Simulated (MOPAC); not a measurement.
A run for MOPAC: PM3 on AlN, 2S+1 = 3, a spin state set in the input, which need not be the lowest, a point of a bond scan (R = 1.896 Å).

```
PM3 1SCF PRECISE CHARGE=0 UHF MS=1 THREADS=1
AlN

N      0.00000000 1     0.00000000 1     0.00000000 1
Al     0.00000000 1     0.00000000 1     1.89592100 1
```

It printed:

```
*******************************************************************************
 **                                                                           **
 **                              MOPAC v23.2.5                                **
 **                                                                           **
 *******************************************************************************
 ** MOPAC's Digital Object Identifier: https://doi.org/10.5281/zenodo.6511958 **
 **                                                                           **
 ** Please cite the open-source release paper for use of this MOPAC version:  **
 ** J. E. Moussa and J. J. P. Stewart (2026)                                  **
 ** MOPAC: An open-source semiempirical molecular orbital program             **
 ** J. Open Source Softw., 11(119), 8025, https://doi.org/10.21105/joss.08025 **
 *******************************************************************************

                              PM3 CALCULATION RESULTS

 *******************************************************************************
 *  PM3        - The PM3 Hamiltonian to be used
 *  UHF        - UNRESTRICTED HARTREE-FOCK CALCULATION
 *
 *
 *
 *                 CHARGE ON SYSTEM = 0
 *
 *
 *
 *  MS=        - IN MECI, MAGNETIC COMPONENT OF SPIN =  1.0
 *  PRECISE    - TIGHTER CRITERIA TO BE USED
 *  1SCF       - DO 1 SCF AND THEN STOP
 *  THREADS=1  - MULTI-THREADING NOT USED
 *  T=         - A TIME OF 172800.0 SECONDS REQUESTED
 *  DUMP=N     - RESTART FILE WRITTEN EVERY 7200.0 SECONDS REQUESTED
 *******************************************************************************
PM3 1SCF PRECISE CHARGE=0 UHF MS=1 THREADS=1
 AlN

   ATOM   CHEMICAL          X               Y               Z
  NUMBER   SYMBOL      (ANGSTROMS)     (ANGSTROMS)     (ANGSTROMS)

     1       N          0.00000000  *   0.00000000  *   0.00000000  *
     2      Al          0.00000000  *   0.00000000  *   1.89592100  *



          CARTESIAN COORDINATES

    NO.       ATOM           X           Y           Z

     1         N          0.0000      0.0000      0.0000
     2        Al          0.0000      0.0000      1.8959

  N: (PM3): J. J. P. STEWART, J. COMP. CHEM. 10, 209 (1989).
 Al: (PM3): J. J. P. STEWART, J. COMP. CHEM. 10, 209 (1989).

           Empirical Formula: N Al  =     2 atoms



      MOLECULAR POINT GROUP   :   C*v


          UHF CALCULATION, NO. OF ALPHA ELECTRONS =    5
                           NO. OF BETA  ELECTRONS =    3

 -------------------------------------------------------------------------------
 PM3 1SCF PRECISE CHARGE=0 UHF MS=1 THREADS=1
 AlN



     1SCF WAS SPECIFIED, SO BFGS WAS NOT USED
     SCF FIELD WAS ACHIEVED


                              PM3 CALCULATION
                                                       MOPAC v23.2.5 Linux




          FINAL HEAT OF FORMATION =        114.64327 KCAL/MOL =     479.66742 KJ/MOL


          COSMO AREA              =         84.59 SQUARE ANGSTROMS
          COSMO VOLUME            =         70.34 CUBIC ANGSTROMS

          IONIZATION POTENTIAL    =          9.376848 EV
          ALPHA SOMO LUMO (EV)    =         -9.377 -3.609
          BETA  SOMO LUMO (EV)    =        -10.167 -4.450
          NO. OF ALPHA ELECTRONS  =          5
          NO. OF BETA  ELECTRONS  =          3
          MOLECULAR WEIGHT        =         40.9882         POINT GROUP:  C*v

          MOLECULAR DIMENSIONS (Angstroms)

            Atom       Atom       Distance
           Al     2    N     1     1.89592
           Al     2    N     1     0.00000
            N     1   Al     2     0.00000


          SCF CALCULATIONS        =          1





   ATOM   CHEMICAL          X               Y               Z
  NUMBER   SYMBOL      (ANGSTROMS)     (ANGSTROMS)     (ANGSTROMS)

     1       N          0.00000000  *   0.00000000  *   0.00000000  *
     2      Al          0.00000000  *   0.00000000  *   1.89592100  *

                             CARTESIAN COORDINATES

   1    N        0.000000000     0.000000000     0.000000000
   2   Al        0.000000000     0.000000000     1.895921000


           Empirical Formula: N Al  =     2 atoms



      MOLECULAR POINT GROUP   :   C*v


          ALPHA EIGENVALUES
 -20.35714 -12.70482 -11.60103 -11.23208  -9.37685  -3.60941  -2.73103   3.82585


           BETA EIGENVALUES
 -18.67854 -10.50180 -10.16735  -4.44989  -2.29278  -0.11489  -0.05932   5.11536


              NET ATOMIC CHARGES AND DIPOLE CONTRIBUTIONS

  ATOM NO.   TYPE          CHARGE      No. of ELECS.   s-Pop       p-Pop
    1          N          -0.065672        5.0657     1.83508     3.23060
    2         Al           0.065672        2.9343     0.07322     2.86111
 DIPOLE           X         Y         Z       TOTAL
 POINT-CHG.     0.000     0.000     0.598     0.598
 HYBRID         0.000    -0.000     2.182     2.182
 SUM            0.000    -0.000     2.780     2.780


          ATOMIC ORBITAL ELECTRON POPULATIONS

     Atom    s        px        py        pz
    1  N   1.83508   1.06687   0.64240   1.52132
    2 Al   0.07322   1.93313   0.35760   0.57039


                    (SZ)    =    1.000000
                    (S**2)  =    2.012080


          ATOMIC ORBITAL SPIN POPULATIONS

    Atom   Total    s     px     py     pz
         Atomic
    1  N  1.6631  0.008  0.933  0.642  0.080
    2 Al  0.3369  0.006  0.067  0.358 -0.094

 **********************
 *                    *
 * JOB ENDED NORMALLY *
 *                    *
 **********************




 == MOPAC DONE ==
```

The run finished.

Cost: very roughly 0.010 core-seconds.
